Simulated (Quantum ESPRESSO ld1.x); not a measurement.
Q: Radial electron density D(r) = 4 pi r^2 rho(r) of an atom or ion with 47 electrons. Method: non-relativistic Kohn-Sham, LDA (Slater exchange, VWN5 correlation), spin-polarised, spherical densities, point nucleus; computed with ld1.x of Quantum ESPRESSO 7.5.

| r (bohr) | D(r) (e/bohr) | spin D(r) |
|---|---|---|
| 0.002218 | 4.855 | 0.00167 |
| 0.002911 | 7.784 | 0.00266 |
| 0.003852 | 12.36 | 0.00421 |
| 0.005056 | 18.79 | 0.00634 |
| 0.006689 | 27.78 | 0.00920 |
| 0.008851 | 38.92 | 0.0125 |
| 0.01162 | 50.51 | 0.0152 |
| 0.01537 | 60.55 | 0.0160 |
| 0.02018 | 65.23 | 0.0131 |
| 0.0267 | 63.33 | 0.00612 |
| 0.03504 | 58.43 | -0.000277 |
| 0.04636 | 58.95 | 0.00337 |
| 0.06134 | 70.50 | 0.0230 |
| 0.08052 | 83.56 | 0.0407 |
| 0.1065 | 81.69 | 0.0241 |
| 0.1398 | 66.77 | -0.00963 |
| 0.185 | 62.72 | 0.0204 |
| 0.2429 | 71.02 | 0.0850 |
| 0.3213 | 59.87 | 0.0377 |
| 0.4252 | 31.65 | 0.0155 |
| 0.5581 | 22.82 | 0.165 |
| 0.7384 | 26.67 | 0.104 |
| 0.9692 | 19.95 | -0.0207 |
| 1.282 | 8.509 | 0.405 |
| 1.683 | 2.685 | 0.795 |
| 2.227 | 0.7326 | 0.516 |
| 2.947 | 0.1320 | 0.122 |
| 3.868 | 0.01004 | 0.00986 |
| 5.118 | 0.0001833 | 0.000183 |

What is the nuclear charge?

A: Z = 52. The innermost maximum, from 1s, lies near 1/Z = 0.0192 bohr (found: 0.0213), and its height grows with Z. The density is that of the tellurium ion Te5+ in [Kr] 4d10 5s1; the configuration itself is not fixed sharply by these data, and Z only to a few units. D(r) has 4 maxima, at r = 0.0213, 0.0901, 0.253, 0.738 bohr, and minima at 0.0401, 0.169, 0.536 bohr, inside which lie 2.01, 11.36, 29.00 electrons.
